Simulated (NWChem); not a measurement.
Everything below was run with NWChem. System: C₂H₄F₂Si₂, charge 0, spin multiplicity 1, at a geometry optimised with PBE0/def2-SVP. The structure started from a generated list of species. Level: LDA (SVWN5)/def2-SVP.

The NWChem input:

```
start mol
memory heap 200 mb stack 800 mb global 1000 mb
geometry units angstroms nocenter noautoz noautosym
  F     -2.125081     0.505752     0.985560
  C     -0.882593     0.464189     0.522877
  C      0.100967     1.308216     0.911613
  Si     1.620667     0.710597    -0.028366
  Si    -0.122880    -0.616312    -0.824754
  F     -0.144513    -2.220299    -0.543571
  H     -0.060392     2.124469     1.626070
  H      2.660312     0.061458     0.824040
  H      2.269691     1.723027    -0.914893
  H     -0.722526    -0.432461    -2.176382
end
basis spherical
  * library def2-svp
end
dft
  xc slater vwn_5
  semidirect memsize 60000000 filesize 0
  iterations 100
end
task dft energy
```

NWChem printed:

```
             Northwest Computational Chemistry Package (NWChem) 7.3.0
             --------------------------------------------------------

                                NWChem Input Module
                                -------------------

 Scaling coordinates for geometry "geometry" by  1.889725989
 (inverse scale =  0.529177249)

                             Geometry "geometry" -> ""
                             -------------------------

 Output coordinates in angstroms (scale by  1.889725989 to convert to a.u.)

  No.       Tag          Charge          X              Y              Z
 ---- ---------------- ---------- -------------- -------------- --------------
    1 F                    9.0000    -2.12508100     0.50575200     0.98556000
    2 C                    6.0000    -0.88259300     0.46418900     0.52287700
    3 C                    6.0000     0.10096700     1.30821600     0.91161300
    4 Si                  14.0000     1.62066700     0.71059700    -0.02836600
    5 Si                  14.0000    -0.12288000    -0.61631200    -0.82475400
    6 F                    9.0000    -0.14451300    -2.22029900    -0.54357100
    7 H                    1.0000    -0.06039200     2.12446900     1.62607000
    8 H                    1.0000     2.66031200     0.06145800     0.82404000
    9 H                    1.0000     2.26969100     1.72302700    -0.91489300
   10 H                    1.0000    -0.72252600    -0.43246100    -2.17638200

 Effective nuclear repulsion energy (a.u.)     350.1578704013

            Nuclear Dipole moment (a.u.)
            ----------------------------
        X                 Y               Z
 ---------------- ---------------- ----------------
     0.0000018897    -0.0000188973    -0.0000075589


 Summary of "ao basis" -> "" (spherical)
 ------------------------------------------------------------------------------
       Tag                 Description            Shells   Functions and Types
 ---------------- ------------------------------  ------  ---------------------
 *                          def2-svp                  on all atoms
[...]
 Vector   31  Occ=2.000000D+00  E=-2.542761D-01
              MO Center=  5.0D-01,  1.2D-01, -3.0D-01, r^2= 3.8D+00
   Bfn.  Coefficient  Atom+Function         Bfn.  Coefficient  Atom+Function
  ----- ------------  ---------------      ----- ------------  ---------------
    68      0.261864   5 Si px               51     -0.215210   4 Si py
    82      0.198678   6 F  px               54     -0.193855   4 Si py
    17     -0.180117   2 C  s                55     -0.172485   4 Si pz
     5      0.165943   1 F  py               32     -0.162563   3 C  px
    19      0.160571   2 C  py               52     -0.148259   4 Si pz

 Vector   32  Occ=0.000000D+00  E=-7.564311D-02
              MO Center= -2.8D-01,  5.5D-01,  3.6D-01, r^2= 3.1D+00
   Bfn.  Coefficient  Atom+Function         Bfn.  Coefficient  Atom+Function
  ----- ------------  ---------------      ----- ------------  ---------------
    72      0.425480   5 Si py               37      0.373035   3 C  pz
    36     -0.321743   3 C  py               34      0.319673   3 C  pz
    22      0.284888   2 C  py               20     -0.274086   2 C  pz
    23     -0.248297   2 C  pz               33     -0.244047   3 C  py
    19      0.237105   2 C  py              109     -0.235430  10 H  s

 Vector   33  Occ=0.000000D+00  E=-3.137670D-02
              MO Center=  6.2D-01,  1.2D-01, -2.8D-01, r^2= 4.6D+00
   Bfn.  Coefficient  Atom+Function         Bfn.  Coefficient  Atom+Function
  ----- ------------  ---------------      ----- ------------  ---------------
    54      0.797177   4 Si py               99      0.668871   8 H  s
    72      0.593935   5 Si py               31     -0.348020   3 C  s
   104     -0.342801   9 H  s                46     -0.332703   4 Si s
    71      0.276663   5 Si px               64      0.264087   5 Si s
    81      0.221422   6 F  s                23      0.200500   2 C  pz

 Vector   34  Occ=0.000000D+00  E=-2.618565D-02
              MO Center=  1.1D+00,  2.1D-01, -3.9D-01, r^2= 4.5D+00
   Bfn.  Coefficient  Atom+Function         Bfn.  Coefficient  Atom+Function
  ----- ------------  ---------------      ----- ------------  ---------------
    55      0.831419   4 Si pz               31     -0.564227   3 C  s
    64      0.523639   5 Si s                71      0.516605   5 Si px
    63      0.415864   5 Si s                54      0.413044   4 Si py
   104      0.275642   9 H  s               109     -0.268811  10 H  s
    17      0.234155   2 C  s                45     -0.224482   4 Si s

 center of mass
 --------------
 x =  -0.09938251 y =  -0.07998888 z =   0.01699616

 moments of inertia (a.u.)
 ------------------
         782.910547150588         -73.935862012524         141.134900617615
         -73.935862012524         883.535891934162        -236.469166126772
         141.134900617615        -236.469166126772        1199.851775662631

     Multipole analysis of the density
     ---------------------------------

     L   x y z        total         alpha         beta         nuclear
     -   - - -        -----         -----         ----         -------
     0   0 0 0     -0.000000    -31.000000    -31.000000     62.000000

     1   1 0 0      0.307784      0.153891      0.153891      0.000002
     1   0 1 0      0.536766      0.268392      0.268392     -0.000019
     1   0 0 1     -0.117798     -0.058895     -0.058895     -0.000008

     2   2 0 0    -36.866046   -188.602041   -188.602041    340.338035
     2   1 1 0      0.161477    -23.114917    -23.114917     46.391311
     2   1 0 1      0.432487     32.345179     32.345179    -64.257871
     2   0 2 0    -37.902139   -158.742253   -158.742253    279.582368
     2   0 1 1      0.767962    -59.724057    -59.724057    120.216076
     2   0 0 2    -35.364975    -82.781132    -82.781132    130.197290

 Task  times  cpu:        8.2s     wall:        8.2s

 Total times  cpu:        8.2s     wall:        8.2s
```
